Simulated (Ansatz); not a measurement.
SnTe₂, relaxed as a triplet with UKS PBE-D4/def2-SVP in Ansatz, starting from the PBE-D4/def2-SVP geometry of the neutral singlet. Force threshold 0.02 eV/Å.

In the def2 sets Sn, Te take a core potential; there is no spin–orbit coupling. At PBE-D4/def2-SVP a singlet of charge 0 lies 0.98 eV below the triplet, each at its own geometry. The structure comes from a short search, and lower isomers may exist.

Start:

```xyz
3

Sn   -1.482   -0.367   -0.449
Te    0.221    0.978    1.292
Te    1.261   -0.611   -0.843
```

```
        step  energy (eV)  largest force component (eV/Å)  SCF passes
           1  -20418.9241                           0.937          67
           2  -20418.9653                           0.647          42
           3  -20419.0079                           0.470          48
4 (rejected)  -20418.9286                           2.437          37
           5  -20419.0798                           0.815         150
           6  -20419.1300                           0.564          35
           7  -20419.1566                           0.031          32
           8  -20419.1567                           0.002          34
```

Force components are those of the run's own axes.

End:

```csv
atom,x (Å),y (Å),z (Å)
Sn1,-1.644,-0.407,-0.498
Te2,0.333,0.952,1.254
Te3,1.312,-0.544,-0.756
```

By distances, no bond broke or formed. The bond that changes most is Sn1–Te3, from 2.78 to 2.97 Å (atoms count from 1).

No frequencies were taken in this run, so the end may be a saddle point.

Run time 16 s (4 threads of Arm Neoverse V2 on a shared host).
